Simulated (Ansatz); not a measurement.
Diatomic GeSb, multiplicity 2 (lowest of 2S+1 = 2, 4 at CCSD(T)/def2-TZVPP on PBE0 minima; our sources give no spin for the ground state, which may be another). No spin–orbit coupling. Ge is treated without relativity. The T1 diagnostic near the minimum is 0.051, so single-reference values are doubtful.

Seven points along R, fitted to fifth degree in 1/R; most abundant isotopes. Runs in def2 and cc sets follow the lowest solution found near the PBE0 minimum.

Programs: Ansatz (Gaussian orbitals). Values without a source in brackets are computed. In def2 rows elements past Kr take small-core potentials, without spin–orbit coupling.

Energies at B3LYP/def2-TZVPP:

```csv
R (Å),E (hartree)
2.268173,-2317.35019166
2.329146,-2317.35680481
2.385240,-2317.36028924
2.448652,-2317.36180324
2.512063,-2317.36125362
2.585230,-2317.35862429
2.670591,-2317.35356549
```

**Question.** With a reduced mass of 45.8737 u, find the minimum, the force constant and the constants.

**Answer.** A fifth-degree polynomial in 1/R puts the minimum at r_e = 2.4613 Å with force constant 213 N/m. Then ω_e = (1/2πc)√(k/μ) = 281 cm⁻¹ and B_e = h/(8π²cμr_e²) = 0.06066 cm⁻¹; the cubic and quartic terms give α_e = 0.00016 and ω_e x_e = 0.56 cm⁻¹.

Ansatz is an electronic-structure program.
